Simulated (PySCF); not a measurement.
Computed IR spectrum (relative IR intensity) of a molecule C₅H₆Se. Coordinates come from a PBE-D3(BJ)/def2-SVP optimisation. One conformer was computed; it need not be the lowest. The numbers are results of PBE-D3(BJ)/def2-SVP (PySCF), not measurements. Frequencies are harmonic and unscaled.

```csv
ν (cm⁻¹),relative intensity
31,12
264,3.3
286,3.1
496,3.4
617,49
650,47
755,5.8
795,3.9
818,9.0
878,4.2
989,7.4
997,4.8
1024,2.2
1174,7.1
1234,18
1332,5.7
1402,4.7
2164,13
2338,16
3068,7.4
3099,6.8
3410,100
```

Problem. Which structure fits?
(A) C=C1C=CC[Se]1
(B) C#C[C@H]1C[C@H]1[SeH]
(C) C=CC#CC[SeH]
(D) C#C/C=C\[Se]C

Solution. B, C#C[C@H]1C[C@H]1[SeH]
